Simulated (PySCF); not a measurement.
**Simulated absorption spectrum**

Species: C6H11N.
SMILES: `N=C1CCCCC1`

The calculation used TDDFT CAM-B3LYP/def2-SVPD, vertical, gas phase, core orbitals frozen in the response in PySCF 2.14.0, density-fitted response routines. Geometry: PBE0-D3(BJ)/def2-SVP, one conformer, isolated molecule.

Computed states:

```csv
state,E (eV),f
S1,5.45,0.0017
S2,7.20,0.031
S3,7.81,0.244
S4,7.97,0.021
S5,8.12,0.0044
S6,8.16,0.0015
S7,8.27,0.033
S8,8.37,0.048
S9,8.44,0.0046
S10,8.85,0.026
```

Broadening: Gaussians 0.5 eV wide at half height, area fixed by f = 4.319×10⁻⁹ ∫ε dν̃. The width is an assumption, not a result. The curve ends short of the highest state used, and states not computed would add to its high-energy end.

(1) What does the envelope look like, and where are its maxima?

(2) Does any computed singlet lie in the visible range?

(3) Coming from long wavelengths, where does ε first pass 100 L mol⁻¹ cm⁻¹?

(4) On this curve, what absorbance would a 10⁻³ mol/L sample give at 193 nm over a 1 cm path?

## Answers

(1) 
(λ (nm), ε (L mol⁻¹ cm⁻¹)): (150.2, 6477), (154.2, 10640), (158.1, 14516), (162.0, 10509), (165.9, 4451), (169.8, 2217), (173.7, 1684), (177.6, 987), (181.5, 369), (185.5, 87), (189.4, 15), (193.3, 2), (197.2, 0), (201.1, 0), (205.0, 2), (208.9, 7), (212.8, 19), (216.8, 41), (220.7, 66), (224.6, 86), (228.5, 89), (232.4, 77), (236.3, 57), (240.2, 35), (244.1, 19), (248.0, 9), (252.0, 4), (255.9, 2), (259.8, 1), (263.7, 0)

Maxima: 227 nm (5.45 eV), ε about 90, made up of S1 (100%); 158 nm (7.84 eV), ε about 15000, made up of S3 (90%) (ε in L mol⁻¹ cm⁻¹; maxima over ε = 5, shares over 10%).

(2) No computed singlet lies in the visible range (380 to 750 nm); the lowest, at 227 nm, stands 2.19 eV above its violet end (3.26 eV).

(3) At about 185 nm (6.70 eV), 1.25 eV above S1.

(4) 193 nm is 6.424 eV, where ε is about 2.1 L mol⁻¹ cm⁻¹, so A = ε c l ≈ 0.0021 (Beer–Lambert, with the gas-phase spectrum and the assumed width).

The vertical ionisation energy (ΔSCF) is 9.50 eV, 0.65 eV above S10.
